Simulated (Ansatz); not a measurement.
One change: `C[O][Ge][OH]` becomes `C[O][Ge][S]C`.

Ansatz, PBE0-D4/def2-TZVP geometries, multiplicity 1. Each molecule was computed in one conformer, which needn't be the lowest.

Scalar relativity is left out up to krypton.

| property | `C[O][Ge][OH]` |
| --- | --- |
| LUMO energy (ωB97M-V/def2-TZVPP) / eV | 0.51 |
| LUMO energy (PBE0/def2-TZVPP) / eV | -1.46 |
| HOMO energy (ωB97M-V/def2-TZVPP) / eV | -9.74 |
| HOMO energy (PBE0/def2-TZVPP) / eV | -7.51 |
| HOMO–LUMO gap (PBE0/def2-TZVPP) / eV | 6.05 |
| HOMO–LUMO gap (ωB97M-V/def2-TZVPP) / eV | 10.25 |

Q: Give the same properties after the change, and the shifts. (Best estimate.)

A: Ansatz gave: 
| property | `C[O][Ge][S]C` | shift |
| --- | --- | --- |
| LUMO energy (ωB97M-V/def2-TZVPP) / eV | 0.17 | -0.34 |
| LUMO energy (PBE0/def2-TZVPP) / eV | -1.73 | -0.27 |
| HOMO energy (ωB97M-V/def2-TZVPP) / eV | -9.01 | 0.73 |
| HOMO energy (PBE0/def2-TZVPP) / eV | -6.92 | 0.59 |
| HOMO–LUMO gap (PBE0/def2-TZVPP) / eV | 5.19 | -0.86 |
| HOMO–LUMO gap (ωB97M-V/def2-TZVPP) / eV | 9.18 | -1.07 |

With PBE0 the HOMO rises by 0.59 eV and the LUMO falls by 0.27 eV, so the gap narrows by about 0.86 eV. PBE moves the HOMO by 0.48 eV and ωB97M-V by 0.73 eV.
